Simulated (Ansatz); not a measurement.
CH$_{6}$BGaOSeSi, one more setting.

```yaml
crystal:
  periodic: [false, false, false]
  atoms:
    - {symbol: B, position_ang: [0.199847, -1.220160, 0.492004]}
    - {symbol: Si, position_ang: [1.285026, 0.535923, 0.258747]}
    - {symbol: C, position_ang: [-0.012984, 1.556267, -0.609086]}
    - {symbol: Se, position_ang: [0.340930, 3.255453, -1.072692]}
    - {symbol: O, position_ang: [-1.207408, 1.107630, -0.810895]}
    - {symbol: Ga, position_ang: [-1.656696, -0.643927, -0.246031]}
    - {symbol: H, position_ang: [-0.195918, -1.658369, -0.584324]}
    - {symbol: H, position_ang: [0.695907, -2.210620, 1.094784]}
    - {symbol: H, position_ang: [1.764195, 1.070976, 1.457752]}
    - {symbol: H, position_ang: [2.445715, 0.278691, -0.674716]}
    - {symbol: H, position_ang: [-2.997259, -1.213594, -0.498298]}
    - {symbol: H, position_ang: [-0.798425, -0.939378, 1.225253]}
basis:
  gaussian: {orbitals: cc-pVTZ}
hamiltonian: {xc: {name: r2SCAN0}}
```

```sh
$ ansatz run in.yaml --threads 2 --pin off --events-out ev --progress --plain --max-ram 32768MiB --backend cuda --devices 0, --max-vram 18GiB
```

It prints (some lines left out):

```
Functional definition: r2SCAN0
2015 factors; their error is unknown
mean field evaluation 1: about -129454.5531 eV, gradient 5.6e1 eV
mean field evaluation 2: about -129441.1988 eV, gradient 9.6e1 eV
mean field evaluation 4: about -129461.0287 eV, gradient 5.6e0 eV
mean field evaluation 8: about -129461.1000 eV, gradient 1.8e-1 eV
mean field evaluation 16: about -129461.6786 eV, gradient 2.5e-4 eV
mean field -129461.67864109 eV, -4757.6289377825 hartree, gradient 2.4e-5 eV, S^2 0.000000; 0 other end points of the search recorded, 0 dependent functions left out
reference -129461.67865378 eV, -4757.6289382490 hartree; 52, 52 occupied and 242, 242 virtual orbitals, 2015 factors
Total energy: -129461.67865378 eV, -4757.6289382490 hartree
```

Run time 16 s (2 threads of an AMD EPYC 7R13 on a shared host and a share of an NVIDIA H100 80 GB); peak host memory 0.88 GiB.
